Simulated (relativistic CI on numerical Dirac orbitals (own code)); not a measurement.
**Ligand-field terms of d7**

Computed with a parametric ligand-field model of a d^n configuration (Racah B and C, spin-orbit zeta, crystal field), exact diagonalisation.

Field parameters in Wybourne normalisation: D3d B²₀ = −7Dσ, B⁴₀ = −14Dq − 21Dτ, B⁴₃ = −14√(10/7) Dq; D4h B²₀ = −7Ds, B⁴₀ = 21(Dq − Dt), B⁴₄ = 21√(5/14) Dq; Td as Oh with Dq negative (B⁴₀ = 21Dq, B⁴₄ = √(5/14) B⁴₀). The field is a parameter set, without covalency.

(1) Ground term and bands for B = 890, C = 3540, ζ = 0 cm⁻¹, D4h, 10Dq = 17450, Ds = -1500, Dt = -540 cm⁻¹?

(2) Ground term and bands for B = 690, C = 2680, ζ = 0 cm⁻¹, Td, 10Dq = -2600 cm⁻¹?

(3) Ground term and bands for B = 510, C = 2450, ζ = 0 cm⁻¹, D3d, 10Dq = 29900, Dσ = 1200, Dτ = 250 cm⁻¹?

(4) Ground term and bands for B = 540, C = 2400, ζ = 0 cm⁻¹, D4h, 10Dq = 23350, Ds = -1500, Dt = -240 cm⁻¹?

(5) Ground term and bands for B = 980, C = 4960, ζ = 0 cm⁻¹, D3d, 10Dq = 19400, Dσ = -1200, Dτ = 330 cm⁻¹?

Results:

(1) Ground term 2B1 with 1.03 electrons in the two orbitals of the cubic e set. Spin-allowed: 2A1 8309 cm⁻¹ (1203 nm), 2B2 16826 cm⁻¹ (594 nm), 2E 20605 cm⁻¹ (485 nm), 2A2 23701 cm⁻¹ (422 nm). Lowest spin-forbidden: 4E 7000 cm⁻¹ (1429 nm), 4A2 8454 cm⁻¹ (1183 nm), 4E 24037 cm⁻¹ (416 nm).

(2) Ground term 4A2 with 4.00 electrons in the two orbitals of the cubic e set. Spin-allowed: 4T2 2600 cm⁻¹, 4T1 4559 cm⁻¹ (2194 nm), 4T1 13591 cm⁻¹ (736 nm). Lowest spin-forbidden: 2E 12121 cm⁻¹ (825 nm), 2T1 12524 cm⁻¹ (798 nm), 2A1 13400 cm⁻¹ (746 nm). With an A2 ground term the first spin-allowed band lies at |10Dq| itself.

(3) Ground term 2E with 1.02 electrons in the two orbitals of the cubic e set. Spin-allowed: 2E 27384 cm⁻¹ (365 nm), 2A1 28607 cm⁻¹ (350 nm), 2E 29138 cm⁻¹ (343 nm), 2A2 29421 cm⁻¹ (340 nm). Lowest spin-forbidden: 4E 17737 cm⁻¹ (564 nm), 4A2 22534 cm⁻¹ (444 nm), 4E 47134 cm⁻¹ (212 nm).

(4) Ground term 2B1 with 1.01 electrons in the two orbitals of the cubic e set. Spin-allowed: 2A1 7047 cm⁻¹ (1419 nm), 2B2 22874 cm⁻¹ (437 nm), 2E 23951 cm⁻¹ (418 nm), 2E 27067 cm⁻¹ (369 nm). Lowest spin-forbidden: 4E 15722 cm⁻¹ (636 nm), 4A2 18860 cm⁻¹ (530 nm), 4E 38713 cm⁻¹ (258 nm).

(5) Ground term 4E with 2.06 electrons in the two orbitals of the cubic e set. Spin-allowed: 4A2 401 cm⁻¹, 4A1 18800 cm⁻¹ (532 nm), 4E 19533 cm⁻¹ (512 nm), 4A2 29575 cm⁻¹ (338 nm). Lowest spin-forbidden: 2E 1854 cm⁻¹, 2A2 19539 cm⁻¹ (512 nm), 2E 19996 cm⁻¹ (500 nm).
